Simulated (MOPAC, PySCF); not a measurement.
CH2N2, SMILES `N#CN`, neutral singlet in the gas phase. 

Cartesian coordinates (Å):
SMILES: N#CN
```xyz
5

N      1.8784    -0.2241     0.5090
C      0.7460    -0.0890     0.2998
N     -0.5454     0.0650    -0.0102
H     -1.1394    -0.7134     0.2395
H     -0.9396     0.9614     0.2391
```
Charge 0, multiplicity 1.

All levels are single points at this geometry (r2SCAN-D4/def2-TZVP); Pople sets use spherical d functions. Orbital energies aren't observables, and empty levels follow the basis.

```csv
level,HOMO (eV),LUMO (eV),gap (eV),dipole (D),"vertical IE, Delta-SCF (eV)"
r2SCAN-D4/def2-TZVP in PySCF,-6.91,0.06,6.97,4.73,10.58
B3LYP/3-21G in PySCF,-7.07,1.36,8.43,4.39,–
B3LYP/6-311+G** in PySCF,-7.85,-0.79,7.06,4.64,–
HF/6-31G* in PySCF,-11.14,4.94,16.08,4.71,–
AM1 in MOPAC,-10.64,1.71,12.35,3.48,–
PM3 in MOPAC,-10.03,1.12,11.15,3.72,–
```
